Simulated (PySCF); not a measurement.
**Telling isomers of C₈H₁₃OP apart by NMR**

- GFN2-xTB structure
- shieldings: GIAO PBE0/pcSseg-1
- run in PySCF 2.14
- a single conformation, non-relativistic, averaged over atoms made equivalent by symmetry, fast rotation or ring inversion, in vacuum

δ = σ(ref) − σ, references computed at the same level: $^{1}$H (σ = 31.72 ppm), $^{13}$C (σ = 186.93 ppm) vs TMS. Splittings of carbon signals by F and P are missing where no couplings were computed. Where no couplings were computed, multiplicities follow the n + 1 count of equivalent neighbours, and m marks all less simple cases (inequivalent or close neighbours, rings, F or P nearby). Shifts are as computed. Against solution values, carbons near 30 ppm lie about +3 ppm off and those near 130 ppm about +5 ppm. Of 1211 compounds with measured shifts, 218 miss one by over three times the rms of a fit or turn the order of signals round; such compounds aren't used in these exercises.

(1) Tabulate the signals of `O=C1CCP(C2CC2)CC1`, `C=C[C@@H]1C[P@@](=O)(C=C)[C@@H]1C` and their relative energies.

(2) What is the quickest way to tell O=C1CCP(C2CC2)CC1 from C=C[C@@H]1C[P@@](=O)(C=C)[C@@H]1C?

Results:

(1) 
| SMILES | carbon types | δC | δH | E rel. (kcal/mol) |
| --- | --- | --- | --- | --- |
| O=C1CCP(C2CC2)CC1 | 1×C 1×CH 6×CH2 | 214.4, 43.0, 34.5, 14.6, 5.0 | 2.51 (m, 4H), 2.02 (m, 4H), 0.74 (m, 2H), 0.38 (m, 2H), 0.29 (m, 1H) | 0.0 |
| C=C[C@@H]1C[P@@](=O)(C=C)[C@@H]1C | 4×CH 3×CH2 1×CH3 | 148.9, 142.8, 140.9, 123.0, 54.4, 45.3, 34.8, 10.9 | 6.83 (m, 1H), 6.60 (m, 1H), 6.38 (m, 1H), 6.08 (m, 1H), 5.39 (m, 1H), 5.37 (m, 1H), 2.66 (m, 1H), 2.63 (m, 1H), 2.58 (m, 1H), 2.35 (m, 1H), 1.42 (m, 3H) | 13.7 |

Energies are electronic energies at PBE0/pcSseg-1 on these geometries, without zero-point or thermal terms, each for the one conformer computed, which needn't be the lowest.

(2) Count the carbon signals: 5 against 8. The first has a ketone carbonyl carbon (C) at 214.4 ppm, the second an alkene CH at 148.9 ppm. In the proton spectra the most deshielded non-exchanging signals are 2.51 (m, 4H) and 6.83 (m, 1H).
